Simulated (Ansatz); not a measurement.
Basis sets compared for the cluster Si₅H₃⁺ (the lowest singlet isomer of a short search). The state is a singlet with charge 1. Geometry PBE-D4/def2-SVP. Ansatz on 4 threads of Arm Neoverse V2 on a shared host; times are rough, and most runs start from earlier orbitals.

```xyz
8

Si   -0.758    0.904    0.888
Si    0.924   -0.202   -2.296
Si    1.331    1.943    0.743
Si    1.260   -0.363    0.061
Si   -1.023   -0.355   -1.005
H    -1.681    0.810    2.075
H     2.110   -1.415    0.712
H    -2.164   -1.323   -1.178
```

B3LYP takes the VWN-RPA correlation. The restricted singlet is unstable towards broken spin symmetry in Hartree–Fock (as tested in another run); at PBE-D4/def2-SVP, B3LYP-D4/6-31G, B3LYP-D4/def2-TZVP, PBE0-D4/def2-SVP and others this wasn't settled. The structure comes from a short search, and lower isomers may exist.

```tsv
level	functions	energy (Eh)	HOMO (eV)	LUMO (eV)	wall time
PBE-D4/def2-SVP	105	-1447.7473	-10.54	-8.93	0.95 s
B3LYP-D4/6-31G	71	-1448.8290	-11.13	-8.27	0.95 s
PBE0-D4/def2-SVP	105	-1447.8682	-11.37	-8.26	1.3 s
```

Task: Estimate the rows for PBE-D4/def2-TZVP, B3LYP-D4/def2-TZVP, PBE0-D4/def2-TZVP.

Result: 
```
             level  functions  energy (Eh)  HOMO (eV)  LUMO (eV)  wall time
  PBE-D4/def2-TZVP        203   -1448.2529     -10.43      -8.86      2.3 s
B3LYP-D4/def2-TZVP        203   -1449.0681     -11.02      -8.22      3.3 s
 PBE0-D4/def2-TZVP        203   -1448.3708     -11.25      -8.15      4.1 s
```
